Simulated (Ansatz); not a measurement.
Consider the ligand exchange at a B–C bond: `CCB(F)S` + H–F → `FB(F)S` + `CC`.

Gas-phase electronic energies from Ansatz, PBE0-D4/def2-TZVP geometries. CCSD(T)/CBS is the MP2 limit (def2-TZVPP, def2-QZVPP) plus CCSD(T) − MP2 in def2-TZVPP, frozen cores. This one scheme is used for every species. DFT in def2-TZVPP. B3LYP here is the variant with VWN-RPA as its local correlation; programs differ in this. HSE06 is defined as in plane-wave codes. One conformer a species, not always the lowest.

`CCB(F)S`:

Cartesian coordinates in Å:
```
C -0.441 -1.227 -0.843
C 0.032 -0.557 0.448
B 0.395 0.953 0.275
F 1.115 1.346 -0.775
S -0.125 2.189 1.484
H -0.609 -2.295 -0.697
H 0.296 -1.110 -1.641
H -1.378 -0.790 -1.196
H 0.947 -1.054 0.800
H -0.702 -0.694 1.248
H 0.471 3.240 0.896
```

H–F:

```xyz
2

F     0.179    0.053    0.420
H    -0.179   -0.053   -0.420
```

`FB(F)S`:

Z-matrix (Å, degrees):
```
B
F 1 1.318
S 1 1.800 2 119.2
F 1 1.319 2 118.3 3 -180.0
H 3 1.342 1 94.6 2 -180.0
```

`CC`:

Cartesian coordinates in Å:
```
C 0.072 -0.041 -0.755
C -0.072 0.041 0.755
H 0.646 0.802 -1.147
H 0.585 -0.956 -1.058
H -0.903 -0.032 -1.249
H -0.646 -0.802 1.147
H -0.585 0.956 1.058
H 0.903 0.032 1.249
```

(1) Is it downhill or uphill in electronic energy at CCSD(T)/CBS, and by how much? (Estimate.)

(2) What do these levels give: BLYP-D4, B97M-V, r2SCAN0-D4, HSE06-D4, ωB97X-V, ωB97M-V, B2PLYP, PBE, revPBE, B3LYP, HSE06, SCS-MP2/def2-TZVPP? (Estimate.)

Largest T1 diagnostic among the species: 0.013.

## Answers

(1) Computed: Downhill: ΔE = -1.36 eV.

(2) Computed: BLYP-D4 -1.45, B97M-V -1.53, r2SCAN0-D4 -1.46, HSE06-D4 -1.38, ωB97X-V -1.44, ωB97M-V -1.44, B2PLYP -1.50, PBE -1.42, revPBE -1.44, B3LYP -1.55, HSE06 -1.43, SCS-MP2/def2-TZVPP -1.44 eV.

Leaving LDA and LC-ωPBE aside and taking each functional with its dispersion term where it has one, the values, not all of them listed here, spread over 0.20 eV, from B97M-V to revPBE-D4. LDA lies +0.04 eV from PBE without D4. At CCSD(T), def2-SVP lies −0.24 eV from the extrapolated value and def2-TZVPP −0.05 eV. In def2-TZVPP, CCSD(T) changes the Hartree–Fock value by +0.26 eV (the triples alone add +0.03 eV) and MP2 by +0.29 eV.
